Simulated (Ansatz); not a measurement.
Ansatz (a first-principles code) input (HF/3-21G): The .json file is the Basis Set Exchange's 3-21G.

Ansatz 0.2 input:
```yaml
crystal:
  periodic: [false, false, false]
  atoms:
    - {symbol: C, position_ang: [-2.33688824, -0.41273228, 0.03147804]}
    - {symbol: Ge, position_ang: [-0.50651308, -0.08954110, -0.57784227]}
    - {symbol: Br, position_ang: [0.89039292, -1.84805068, 0.25544452]}
    - {symbol: Br, position_ang: [0.20346022, 2.04131711, 0.25489442]}
    - {symbol: H, position_ang: [-2.68446590, -1.37025093, -0.33713654]}
    - {symbol: H, position_ang: [-2.37922762, -0.42005696, 1.11474053]}
    - {symbol: H, position_ang: [-2.99141801, 0.36769177, -0.33738235]}
basis:
  gaussian:
    orbitals: 3-21G.json
hamiltonian:
  xc: {name: HF}
magnetization: {spin_polarized: true, initial_magnetization: 1}
phonons: {temperatures: {t_min: 298.15, t_max: 298.15, t_step: 100}}
```

Output:

```
Functional definition: HF
integrals: 0.02 GiB planned
855 factors; integrals over basis functions are off by at most 5.8e-4 eV
mean field: 0.66 GiB planned
mean field evaluation 1: about -196598.9726 eV, gradient 1.4e1 eV
mean field evaluation 2: about -196598.9779 eV, gradient 1.4e1 eV
mean field evaluation 4: about -196600.5632 eV, gradient 1.4e0 eV
mean field evaluation 8: about -196600.6133 eV, gradient 1.5e-3 eV
mean field -196600.61299511 eV, -7224.9392668884 hartree, gradient 1.3e-5 eV, S^2 0.755696; 0 other end points of the search recorded, 0 dependent functions left out
the calculation of the forces begins
reference -196600.61299511 eV, -7224.9392668884 hartree; 56, 55 occupied and 28, 29 virtual orbitals, 855 factors
these checks for a lower state are left out or cut short: stability, starts, cluster_reference, orbital_swaps, neighbouring_geometries, increment
integrals: 0.02 GiB planned
855 factors; integrals over basis functions are off by at most 5.8e-4 eV
mean field: 0.66 GiB planned
mean field evaluation 16: about -196600.6129 eV, gradient 5.4e-6 eV
mean field -196600.61286333 eV, -7224.9392620457 hartree, gradient 1.2e-6 eV, S^2 0.755672; 0 other end points of the search recorded, 0 dependent functions left out
the calculation of the forces begins
reference -196600.61286333 eV, -7224.9392620457 hartree; 56, 55 occupied and 28, 29 virtual orbitals, 855 factors
these checks for a lower state are left out or cut short: stability, starts, cluster_reference, orbital_swaps, neighbouring_geometries, increment
integrals: 0.02 GiB planned
855 factors; integrals over basis functions are off by at most 5.8e-4 eV
mean field: 0.66 GiB planned
mean field -196600.61287473 eV, -7224.9392624647 hartree, gradient 1.2e-6 eV, S^2 0.755721; 0 other end points of the search recorded, 0 dependent functions left out
the calculation of the forces begins
reference -196600.61287473 eV, -7224.9392624647 hartree; 56, 55 occupied and 28, 29 virtual orbitals, 855 factors
these checks for a lower state are left out or cut short: stability, starts, cluster_reference, orbital_swaps, neighbouring_geometries, increment
integrals: 0.02 GiB planned
855 factors; integrals over basis functions are off by at most 5.8e-4 eV
mean field: 0.66 GiB planned
mean field evaluation 32: about -196600.6128 eV, gradient 5.4e-6 eV
mean field -196600.61282007 eV, -7224.9392604560 hartree, gradient 1.2e-6 eV, S^2 0.755689; 0 other end points of the search recorded, 0 dependent functions left out
the calculation of the forces begins
reference -196600.61282007 eV, -7224.9392604560 hartree; 56, 55 occupied and 28, 29 virtual orbitals, 855 factors
these checks for a lower state are left out or cut short: stability, starts, cluster_reference, orbital_swaps, neighbouring_geometries, increment
integrals: 0.02 GiB planned
855 factors; integrals over basis functions are off by at most 5.8e-4 eV
mean field: 0.66 GiB planned
mean field -196600.61282355 eV, -7224.9392605838 hartree, gradient 1.2e-6 eV, S^2 0.755704; 0 other end points of the search recorded, 0 dependent functions left out
the calculation of the forces begins
reference -196600.61282355 eV, -7224.9392605838 hartree; 56, 55 occupied and 28, 29 virtual orbitals, 855 factors
these checks for a lower state are left out or cut short: stability, starts, cluster_reference, orbital_swaps, neighbouring_geometries, increment
integrals: 0.02 GiB planned
855 factors; integrals over basis functions are off by at most 5.8e-4 eV
mean field: 0.66 GiB planned
mean field -196600.61292373 eV, -7224.9392642652 hartree, gradient 1.2e-6 eV, S^2 0.755703; 0 other end points of the search recorded, 0 dependent functions left out
the calculation of the forces begins
reference -196600.61292373 eV, -7224.9392642652 hartree; 56, 55 occupied and 28, 29 virtual orbitals, 855 factors
these checks for a lower state are left out or cut short: stability, starts, cluster_reference, orbital_swaps, neighbouring_geometries, increment
integrals: 0.02 GiB planned
855 factors; integrals over basis functions are off by at most 5.8e-4 eV
mean field: 0.66 GiB planned
mean field -196600.61292184 eV, -7224.9392641961 hartree, gradient 1.2e-6 eV, S^2 0.755689; 0 other end points of the search recorded, 0 dependent functions left out
the calculation of the forces begins
reference -196600.61292184 eV, -7224.9392641961 hartree; 56, 55 occupied and 28, 29 virtual orbitals, 855 factors
these checks for a lower state are left out or cut short: stability, starts, cluster_reference, orbital_swaps, neighbouring_geometries, increment
integrals: 0.02 GiB planned
855 factors; integrals over basis functions are off by at most 5.8e-4 eV
mean field: 0.66 GiB planned
mean field evaluation 64: about -196600.6130 eV, gradient 1.2e-6 eV
[...]
mean field evaluation 96: about -196600.6130 eV, gradient 2.9e-2 eV
mean field -196600.61297390 eV, -7224.9392661089 hartree, gradient 1.2e-6 eV, S^2 0.755716; 0 other end points of the search recorded, 0 dependent functions left out
the calculation of the forces begins
reference -196600.61297390 eV, -7224.9392661089 hartree; 56, 55 occupied and 28, 29 virtual orbitals, 855 factors
these checks for a lower state are left out or cut short: stability, starts, cluster_reference, orbital_swaps, neighbouring_geometries, increment
integrals: 0.02 GiB planned
855 factors; integrals over basis functions are off by at most 5.8e-4 eV
mean field: 0.66 GiB planned
mean field -196600.61298981 eV, -7224.9392666938 hartree, gradient 1.2e-6 eV, S^2 0.755706; 0 other end points of the search recorded, 0 dependent functions left out
the calculation of the forces begins
reference -196600.61298981 eV, -7224.9392666938 hartree; 56, 55 occupied and 28, 29 virtual orbitals, 855 factors
these checks for a lower state are left out or cut short: stability, starts, cluster_reference, orbital_swaps, neighbouring_geometries, increment
integrals: 0.02 GiB planned
855 factors; integrals over basis functions are off by at most 5.8e-4 eV
mean field: 0.66 GiB planned
mean field -196600.61298933 eV, -7224.9392666761 hartree, gradient 1.2e-6 eV, S^2 0.755686; 0 other end points of the search recorded, 0 dependent functions left out
the calculation of the forces begins
reference -196600.61298933 eV, -7224.9392666761 hartree; 56, 55 occupied and 28, 29 virtual orbitals, 855 factors
these checks for a lower state are left out or cut short: stability, starts, cluster_reference, orbital_swaps, neighbouring_geometries, increment
integrals: 0.02 GiB planned
855 factors; integrals over basis functions are off by at most 5.8e-4 eV
mean field: 0.66 GiB planned
mean field -196600.61297148 eV, -7224.9392660200 hartree, gradient 1.2e-6 eV, S^2 0.755696; 0 other end points of the search recorded, 0 dependent functions left out
the calculation of the forces begins
reference -196600.61297148 eV, -7224.9392660200 hartree; 56, 55 occupied and 28, 29 virtual orbitals, 855 factors
these checks for a lower state are left out or cut short: stability, starts, cluster_reference, orbital_swaps, neighbouring_geometries, increment
integrals: 0.02 GiB planned
855 factors; integrals over basis functions are off by at most 5.8e-4 eV
mean field: 0.66 GiB planned
mean field evaluation 128: about -196600.6130 eV, gradient 1.2e-6 eV
mean field -196600.61296830 eV, -7224.9392659034 hartree, gradient 1.2e-6 eV, S^2 0.755697; 0 other end points of the search recorded, 0 dependent functions left out
the calculation of the forces begins
reference -196600.61296830 eV, -7224.9392659034 hartree; 56, 55 occupied and 28, 29 virtual orbitals, 855 factors
these checks for a lower state are left out or cut short: stability, starts, cluster_reference, orbital_swaps, neighbouring_geometries, increment
integrals: 0.02 GiB planned
855 factors; integrals over basis functions are off by at most 5.8e-4 eV
mean field: 0.66 GiB planned
mean field -196600.61290783 eV, -7224.9392636809 hartree, gradient 1.2e-6 eV, S^2 0.755695; 0 other end points of the search recorded, 0 dependent functions left out
the calculation of the forces begins
reference -196600.61290783 eV, -7224.9392636809 hartree; 56, 55 occupied and 28, 29 virtual orbitals, 855 factors
these checks for a lower state are left out or cut short: stability, starts, cluster_reference, orbital_swaps, neighbouring_geometries, increment
integrals: 0.02 GiB planned
855 factors; integrals over basis functions are off by at most 5.8e-4 eV
mean field: 0.66 GiB planned
mean field -196600.61289624 eV, -7224.9392632552 hartree, gradient 1.2e-6 eV, S^2 0.755697; 0 other end points of the search recorded, 0 dependent functions left out
the calculation of the forces begins
reference -196600.61289624 eV, -7224.9392632552 hartree; 56, 55 occupied and 28, 29 virtual orbitals, 855 factors
these checks for a lower state are left out or cut short: stability, starts, cluster_reference, orbital_swaps, neighbouring_geometries, increment
integrals: 0.02 GiB planned
855 factors; integrals over basis functions are off by at most 5.8e-4 eV
mean field: 0.66 GiB planned
mean field -196600.61296818 eV, -7224.9392658991 hartree, gradient 1.2e-6 eV, S^2 0.755696; 0 other end points of the search recorded, 0 dependent functions left out
the calculation of the forces begins
reference -196600.61296818 eV, -7224.9392658991 hartree; 56, 55 occupied and 28, 29 virtual orbitals, 855 factors
these checks for a lower state are left out or cut short: stability, starts, cluster_reference, orbital_swaps, neighbouring_geometries, increment
integrals: 0.02 GiB planned
855 factors; integrals over basis functions are off by at most 5.8e-4 eV
mean field: 0.66 GiB planned
mean field -196600.61296668 eV, -7224.9392658437 hartree, gradient 1.2e-6 eV, S^2 0.755696; 0 other end points of the search recorded, 0 dependent functions left out
the calculation of the forces begins
reference -196600.61296668 eV, -7224.9392658437 hartree; 56, 55 occupied and 28, 29 virtual orbitals, 855 factors
these checks for a lower state are left out or cut short: stability, starts, cluster_reference, orbital_swaps, neighbouring_geometries, increment
integrals: 0.02 GiB planned
855 factors; integrals over basis functions are off by at most 5.8e-4 eV
mean field: 0.66 GiB planned
mean field evaluation 160: about -196600.6130 eV, gradient 5.5e-6 eV
mean field -196600.61298030 eV, -7224.9392663444 hartree, gradient 1.2e-6 eV, S^2 0.755696; 0 other end points of the search recorded, 0 dependent functions left out
the calculation of the forces begins
reference -196600.61298030 eV, -7224.9392663444 hartree; 56, 55 occupied and 28, 29 virtual orbitals, 855 factors
these checks for a lower state are left out or cut short: stability, starts, cluster_reference, orbital_swaps, neighbouring_geometries, increment
integrals: 0.02 GiB planned
855 factors; integrals over basis functions are off by at most 5.8e-4 eV
mean field: 0.66 GiB planned
mean field -196600.61297958 eV, -7224.9392663178 hartree, gradient 1.2e-6 eV, S^2 0.755696; 0 other end points of the search recorded, 0 dependent functions left out
the calculation of the forces begins
reference -196600.61297958 eV, -7224.9392663178 hartree; 56, 55 occupied and 28, 29 virtual orbitals, 855 factors
these checks for a lower state are left out or cut short: stability, starts, cluster_reference, orbital_swaps, neighbouring_geometries, increment
integrals: 0.02 GiB planned
855 factors; integrals over basis functions are off by at most 5.8e-4 eV
mean field: 0.66 GiB planned
mean field -196600.61293192 eV, -7224.9392645662 hartree, gradient 1.2e-6 eV, S^2 0.755695; 0 other end points of the search recorded, 0 dependent functions left out
the calculation of the forces begins
reference -196600.61293192 eV, -7224.9392645662 hartree; 56, 55 occupied and 28, 29 virtual orbitals, 855 factors
these checks for a lower state are left out or cut short: stability, starts, cluster_reference, orbital_swaps, neighbouring_geometries, increment
integrals: 0.02 GiB planned
855 factors; integrals over basis functions are off by at most 5.8e-4 eV
mean field: 0.66 GiB planned
mean field -196600.61292856 eV, -7224.9392644428 hartree, gradient 1.2e-6 eV, S^2 0.755697; 0 other end points of the search recorded, 0 dependent functions left out
the calculation of the forces begins
reference -196600.61292856 eV, -7224.9392644428 hartree; 56, 55 occupied and 28, 29 virtual orbitals, 855 factors
Total energy: -196600.61299511 eV, -7224.9392668884 hartree
Atom 0 at    -2.336888    -0.412732     0.031478 Å, force    -0.002153    -0.000380     0.000898 eV/Å
Atom 1 at    -0.506513    -0.089541    -0.577842 Å, force     0.000307     0.000054    -0.000650 eV/Å
Atom 2 at     0.890393    -1.848051     0.255445 Å, force    -0.000235     0.000325     0.000098 eV/Å
Atom 3 at     0.203460     2.041317     0.254894 Å, force    -0.000110    -0.000386     0.000098 eV/Å
Atom 4 at    -2.684466    -1.370251    -0.337137 Å, force     0.000622     0.002458     0.000291 eV/Å
Atom 5 at    -2.379228    -0.420057     1.114741 Å, force     0.000143     0.000025    -0.001025 eV/Å
Atom 6 at    -2.991418     0.367692    -0.337382 Å, force     0.001426    -0.002096     0.000291 eV/Å
Dipole moment:    -0.694527    -0.122713    -0.330862 e Å
Vibrations: 92.14 134.79 146.16 162.62 261.65 303.57 644.01 903.91 924.40 1462.48 1604.42 1605.30 3199.23 3281.21 3286.94 cm⁻¹, zero-point energy 1.116652 eV
```

The blocks after the first are displaced geometries, from whose forces the wavenumbers follow.
